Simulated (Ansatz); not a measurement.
Relaxation of ClFGaH3 (6 atoms, charge 0, multiplicity 1), to a largest force component of 0.03 eV/Å in at most 50 steps.

These are results of RKS BLYP/def2-SVP in Ansatz 0.2.0, not measurements.

```xyz
6
Properties=species:S:1:pos:R:3:forces:R:3
Ga 0.017 -0.376 -0.488 -0.03 1.31 -0.52
Cl 0.026 -0.063 2.933 0.01 -0.74 -0.52
H 1.450 0.184 -0.811 0.00 -0.01 0.00
H -1.437 0.127 -0.813 0.00 -0.01 0.00
F 0.046 -1.937 0.299 0.02 -1.24 0.76
H 0.043 -1.246 2.299 -0.01 0.69 0.28
```

**Question.** Where does it end, and by what steps?

**Answer.** It converged. After 6 steps the energy has fallen by 0.165 eV; Cl2 moved furthest, 0.42 Å.

| step | energy less start (eV) | largest force component (eV/Å) | accepted |
| --- | --- | --- | --- |
| 0 | 0.0000 | 1.312 | yes |
| 1 | -0.0852 | 0.849 | yes |
| 2 | -0.1363 | 0.452 | yes |
| 3 | -0.1525 | 0.521 | yes |
| 4 | -0.1585 | 0.285 | yes |
| 5 | -0.1633 | 0.098 | yes |
| 6 | -0.1649 | 0.024 | yes |

```xyz
6
Properties=species:S:1:pos:R:3
Ga 0.018 -0.308 -0.248
Cl 0.019 -0.027 2.513
H 1.457 0.169 -0.645
H -1.440 0.115 -0.635
F 0.052 -2.004 0.505
H 0.040 -1.256 1.930
```

Time of the run: 17 s on 1 thread of Arm Neoverse V1, with other jobs on the host, peak memory 0.14 GiB.
